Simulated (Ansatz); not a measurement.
Consider the cleavage of the Si–Ge bond: `N[SiH2][GeH2][OH]` + `N[SiH2]N` → `N[SiH2]N[SiH2]N` + `[OH][GeH3]`.

Gas-phase electronic energies from Ansatz, PBE0-D4/def2-TZVP geometries. CCSD(T)/CBS is the MP2 limit (def2-TZVPP, def2-QZVPP) plus CCSD(T) − MP2 in def2-TZVPP, frozen cores. This one scheme is used for every species. For Ge outer-core shells are correlated without core-valence functions, which leaves a few kJ/mol of doubt a bond. Scalar relativity is left out up to krypton. One conformer a species, not always the lowest.

`N[SiH2][GeH2][OH]`:

Cartesian coordinates in Å:
```
N 1.590 -0.617 -0.664
Si 0.096 -1.281 -0.145
Ge -1.022 0.628 0.741
O -0.291 1.915 -0.286
H 1.587 0.342 -0.978
H 2.285 -1.168 -1.140
H -0.753 -1.910 -1.202
H 0.312 -2.324 0.895
H -0.710 0.951 2.220
H -2.558 0.664 0.569
H -0.537 2.800 -0.010
```

`N[SiH2]N`:

```xyz
9

N    -0.410   -0.235    1.381
Si    0.424   -0.334   -0.110
N    -0.280    0.779   -1.202
H    -0.474    0.629    1.893
H    -0.479   -1.038    1.982
H     0.335   -1.782   -0.463
H     1.867    0.046   -0.108
H     0.272    1.201   -1.929
H    -1.256    0.734   -1.444
```

`N[SiH2]N[SiH2]N`:

```xyz
14

N     1.494   -0.217   -2.235
Si    0.768   -1.114   -0.966
N    -0.496   -0.191   -0.251
Si   -0.890    0.078    1.402
N    -1.228    1.741    1.654
H     1.987    0.643   -2.060
H     1.855   -0.695   -3.044
H     1.657   -1.481    0.170
H     0.306   -2.361   -1.636
H    -1.146    0.217   -0.911
H     0.264   -0.478    2.161
H    -2.134   -0.606    1.850
H    -0.524    2.450    1.528
H    -1.913    2.015    2.339
```

`[OH][GeH3]`:

```xyz
6

O     0.708   -0.894   -0.762
Ge   -0.262    0.346    0.073
H     1.131   -1.504   -0.155
H    -0.839    1.201   -1.058
H     0.640    1.178    1.005
H    -1.378   -0.326    0.897
```

```csv
species,CCSD/def2-SVP energy (Eh)
`N[SiH2][GeH2][OH]`,-2498.00071
`N[SiH2]N`,-401.68592
`N[SiH2]N[SiH2]N`,-747.02647
`[OH][GeH3]`,-2152.68504
```

Task: Work out ΔE.

Result: ΔE = (-747.02647) + (-2152.68504) − (-2498.00071) − (-401.68592) = -0.02488 Eh = -15.6 kcal/mol. CCSD(T)/CBS gives -14.7 kcal/mol.

Largest T1 diagnostic among the species: 0.011.

From BLYP to BHLYP (50 % exact exchange), in def2-TZVPP and without D4, ΔE moves by −3.1 kcal/mol. Leaving LDA and LC-ωPBE aside and taking each functional with its dispersion term where it has one, the values, not all of them listed here, spread over 4.7 kcal/mol, from BHLYP-D4 to PBE-D4. LDA lies −1.1 kcal/mol from PBE without D4. In def2-TZVPP, CCSD(T) changes the Hartree–Fock value by +2.8 kcal/mol (the triples alone add +0.2 kcal/mol) and MP2 by +1.9 kcal/mol.
